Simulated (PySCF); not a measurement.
**Stationary points of BiSBr**

These are results of PBE0 in PySCF with Bi def2-TZVP with ECP60, S def2-TZVP, Br def2-TZVP; scalar-relativistic core potentials, no spin–orbit coupling; density-fitted integrals, not measurements.

Relaxations began from a few typed shapes. The search is not exhaustive: other isomers or separated fragments can lie lower, and high-lying points may rest on an excited occupation.

(1) Which is the lowest minimum found?
A. singlet Cs: Bi–Br 2.618 Å, Bi–S 2.281 Å; Br–Bi–S 105.7°
B. singlet C∞v: Bi–Br 2.851 Å, Bi–S 2.315 Å; Br–Bi–S 180.0°

Answers

(1) A. The others lie at 134.3 (singlet C∞v, a saddle point) kJ/mol above it.

Counting electrons, bismuth keeps 2 of its valence electrons outside its bonds, so the VSEPR class is AX2E1 and the expected shape is bent; with unlike ligands the computed point group is Cs.

For the lowest minimum: spin–orbit coupling, left out here, can matter for elements this heavy.
